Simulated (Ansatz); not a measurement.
One change: `BOB(F)S` becomes `COB(F)S`.

Ansatz, PBE0-D4/def2-TZVP geometries, multiplicity 1. Each molecule was computed in one conformer, which needn't be the lowest.

| property | `BOB(F)S` |
| --- | --- |
| size of the dipole moment (PBE/def2-TZVPP) / D | 1.55 |
| HOMO energy (PBE/def2-TZVPP) / eV | -7.03 |
| HOMO energy (B3LYP/def2-TZVPP) / eV | -8.00 |
| LUMO energy (B3LYP/def2-TZVPP) / eV | -1.70 |
| HOMO–LUMO gap (B3LYP/def2-TZVPP) / eV | 6.30 |
| size of the dipole moment (ωB97M-V/def2-TZVPP) / D | 1.69 |

**Question.** Give the same properties after the change, and the shifts. (Estimate.)

**Answer.** Ansatz gave: 
| property | `COB(F)S` | shift |
| --- | --- | --- |
| size of the dipole moment (PBE/def2-TZVPP) / D | 2.15 | 0.60 |
| HOMO energy (PBE/def2-TZVPP) / eV | -6.41 | 0.62 |
| HOMO energy (B3LYP/def2-TZVPP) / eV | -7.42 | 0.58 |
| LUMO energy (B3LYP/def2-TZVPP) / eV | 0.27 | 1.97 |
| HOMO–LUMO gap (B3LYP/def2-TZVPP) / eV | 7.69 | 1.39 |
| size of the dipole moment (ωB97M-V/def2-TZVPP) / D | 2.19 | 0.50 |

With PBE0 the HOMO rises by 0.59 eV and the LUMO rises by 2.07 eV, so the gap widens by about 1.48 eV. PBE moves the HOMO by 0.62 eV and ωB97M-V by 0.59 eV. Dipoles are sizes alone; their direction can turn.

B3LYP here is the variant with VWN-RPA as its local correlation; programs differ in this.
